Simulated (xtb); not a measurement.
SnH₄, SMILES [SnH4]. All values are semi-empirical tight-binding results from xtb (GFN2-xTB unless named), good for trends rather than for accurate numbers. Geometry: GFN2-xTB. The isomer is the one that the SMILES or the coordinates give; other isomers of the formula were not compared.

For metal compounds this method's bond lengths and energies can be far off.

### Question
Estimate the properties. (Estimate from the structure and the level; the computed values follow.)

### Answer

```yaml
point_group_as_xtb_finds_it: Td
orbital_gap: 8.38 eV
zero_point_energy: 15.8 kcal/mol
G − E(el) at 298.15 K (modified RRHO): 2.3 kcal/mol
```
